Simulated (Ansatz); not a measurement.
The cluster AuCl₂, relaxed as a doublet with UKS PBE0-D4/def2-TZVP in Ansatz, starting from the GFN2-xTB geometry. Force threshold 0.02 eV/Å.

In the def2 sets Au takes a core potential; there is no spin–orbit coupling. The relaxation made no stability test and no search for a lower SCF solution. No other spin state of charge 0 was run. The structure comes from a short search, and lower isomers may exist.

Start:

Cartesian coordinates in Å:
```
Au -0.8431 -1.4576 -0.5035
Cl 0.1548 1.2827 1.4240
Cl 0.6883 0.1749 -0.9205
```

(1) Estimate the energy that the relaxation releases and the steps that it takes.

(2) Does the start keep its bonding and symmetry?

(3) Predict the relaxed structure.

## Answers

(1) 2.01 eV, in 16 steps; 26 s on 4 threads of Arm Neoverse V1 on a shared host. No frequencies were taken in this run, so the end may be a saddle point.

(2) Bonds formed: Au1–Cl2 (atoms count from 1). The end is the same structure that another start reached, the lowest one found. Point group Cs at the start, D∞h at the end, both within 0.05 Å.

(3) 
```xyz
3

Au   -0.001   -0.001    0.000
Cl   -0.701    0.625    1.991
Cl    0.702   -0.624   -1.991
```
Bond lengths: 2 × Au–Cl 2.20 Å.
